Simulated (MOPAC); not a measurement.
MOPAC input (AM1):

```
AM1 PRECISE GNORM=0.05 LET XYZ CHARGE=-1 GEO-OK AUX(PRECISION=9) THREADS=1
H3Ge

Ge   -0.03010674 1   -0.04440254 1   -0.05546388 1
H     0.64973470 1   -0.63247593 1    1.29875633 1
H    -0.88408644 1    1.06107216 1    0.77554240 1
H     1.19776738 1    0.99228490 1   -0.29945444 1
```

Output:

```
 *******************************************************************************
 **                                                                           **
 **                              MOPAC v23.2.5                                **
 **                                                                           **
 *******************************************************************************
 ** MOPAC's Digital Object Identifier: https://doi.org/10.5281/zenodo.6511958 **
 **                                                                           **
 ** Please cite the open-source release paper for use of this MOPAC version:  **
 ** J. E. Moussa and J. J. P. Stewart (2026)                                  **
 ** MOPAC: An open-source semiempirical molecular orbital program             **
 ** J. Open Source Softw., 11(119), 8025, https://doi.org/10.21105/joss.08025 **
 *******************************************************************************

                              AM1 CALCULATION RESULTS

 *******************************************************************************
 *  AM1        - The AM1 Hamiltonian to be used
 *  GEO-OK     - OVERRIDE INTERATOMIC DISTANCE AND OTHER SAFETY CHECKS
 *
 *
 *
 *                 CHARGE ON SYSTEM = -1
 *
 *
 *
 *  LET        - OVERRIDE SOME SAFETY CHECKS
 *  PRECISE    - TIGHTER CRITERIA TO BE USED
 *  XYZ        - CARTESIAN COORDINATE SYSTEM TO BE USED
 *  GNORM      - EXIT WHEN GRADIENT NORM DROPS BELOW 0.050
 *  AUX        - OUTPUT AUXILIARY INFORMATION
 *******************************************************************************
AM1 PRECISE GNORM=0.05 LET XYZ CHARGE=-1 GEO-OK AUX(PRECISION=9) THREADS=1
 H3Ge

   ATOM   CHEMICAL          X               Y               Z
  NUMBER   SYMBOL      (ANGSTROMS)     (ANGSTROMS)     (ANGSTROMS)

     1      Ge         -0.03010674  *  -0.04440254  *  -0.05546388  *
     2       H          0.64973470  *  -0.63247593  *   1.29875633  *
     3       H         -0.88408644  *   1.06107216  *   0.77554240  *
     4       H          1.19776738  *   0.99228490  *  -0.29945444  *

          CARTESIAN COORDINATES

    NO.       ATOM           X           Y           Z

     1        Ge         -0.0301     -0.0444     -0.0555
     2         H          0.6497     -0.6325      1.2988
     3         H         -0.8841      1.0611      0.7755
     4         H          1.1978      0.9923     -0.2995

  H: (AM1): M.J.S. DEWAR ET AL, J. AM. CHEM. SOC. 107 3902-3909 (1985)
 Ge: (AM1): M.J.S.Dewar and C.Jie, Organometallics, 8, 1544, (1989)

           Empirical Formula: H3 Ge  =     4 atoms

      MOLECULAR POINT GROUP   :   C3v

      RHF CALCULATION, NO. OF DOUBLY OCCUPIED LEVELS = 4

          Geometry optimization using EF

          DIAGONAL MATRIX USED AS START HESSIAN

 CYCLE:     1  GRAD.:    88.429 HEAT:  14.53473
 CYCLE:     2  GRAD.:    44.514 HEAT:  6.799738
 CYCLE:     3  GRAD.:    34.840 HEAT: -2.757877
 CYCLE:     4  GRAD.:    26.388 HEAT: -10.10546
 CYCLE:     5  GRAD.:    24.151 HEAT: -11.63879
 CYCLE:     6  GRAD.:     8.932 HEAT: -12.54721
 CYCLE:     7  GRAD.:     3.480 HEAT: -12.72133
 CYCLE:     8  GRAD.:     0.182 HEAT: -12.74642
 CYCLE:     9  GRAD.:     0.040 HEAT: -12.74658

     GRADIENT =  0.04033 IS LESS THAN CUTOFF =  0.05000

 -------------------------------------------------------------------------------
 AM1 PRECISE GNORM=0.05 LET XYZ CHARGE=-1 GEO-OK AUX(PRECISION=9) THREADS=1
 H3Ge

     GEOMETRY OPTIMISED USING EIGENVECTOR FOLLOWING (EF).
     SCF FIELD WAS ACHIEVED

                              AM1 CALCULATION
                                                       MOPAC v23.2.5 Linux

          FINAL HEAT OF FORMATION =        -12.74658 KCAL/MOL =     -53.33168 KJ/MOL

          COSMO AREA              =         79.10 SQUARE ANGSTROMS
          COSMO VOLUME            =         64.92 CUBIC ANGSTROMS

          GRADIENT NORM           =          0.04033          =       0.02016 PER ATOM
          IONIZATION POTENTIAL    =          2.194589 EV
          HOMO LUMO ENERGIES (EV) =         -2.195  7.544
          NO. OF FILLED LEVELS    =          4
          MOLECULAR WEIGHT        =         75.6137         POINT GROUP:  D3h

          MOLECULAR DIMENSIONS (Angstroms)

            Atom       Atom       Distance
            H     3    H     2     2.65743
            H     4    H     2     2.30140
            H     3   Ge     1     0.00045

          SCF CALCULATIONS        =         10

   ATOM   CHEMICAL          X               Y               Z
  NUMBER   SYMBOL      (ANGSTROMS)     (ANGSTROMS)     (ANGSTROMS)

     1      Ge          0.06158399  *   0.09082635  *   0.11345258  *
     2       H          0.43428995  *  -1.16290402  *   0.91546426  *
     3       H         -1.30460476  *   0.75707330  *   0.32229605  *
     4       H          1.05559518  *   0.67908909  *  -0.89642903  *

                             CARTESIAN COORDINATES

   1   Ge        0.061583989     0.090826348     0.113452577
   2    H        0.434289948    -1.162904023     0.915464258
   3    H       -1.304604758     0.757073298     0.322296052
   4    H        1.055595179     0.679089094    -0.896429029

           Empirical Formula: H3 Ge  =     4 atoms

      MOLECULAR POINT GROUP   :   D3h

                  EIGENVALUES
  -7.38717  -5.40329  -5.40329  -2.19459   7.54351   7.54351   9.80919

              NET ATOMIC CHARGES AND DIPOLE CONTRIBUTIONS

  ATOM NO.   TYPE          CHARGE      No. of ELECS.   s-Pop       p-Pop
    1         Ge          -1.195637        5.1956     0.92014     4.27550
    2          H           0.065212        0.9348     0.93479
    3          H           0.065212        0.9348     0.93479
    4          H           0.065212        0.9348     0.93479
 DIPOLE           X         Y         Z       TOTAL
 POINT-CHG.     0.000     0.000     0.000     0.001
 HYBRID         0.000     0.001     0.001     0.001
 SUM            0.001     0.001     0.001     0.002

          ATOMIC ORBITAL ELECTRON POPULATIONS

     Atom    s        px        py        pz
    1 Ge   0.92014   1.26901   1.42326   1.58323
    2  H   0.93479
    3  H   0.93479
    4  H   0.93479

 **********************
 *                    *
 * JOB ENDED NORMALLY *
 *                    *
 **********************

 == MOPAC DONE ==
```

The dipole moment of an ion depends on the origin.
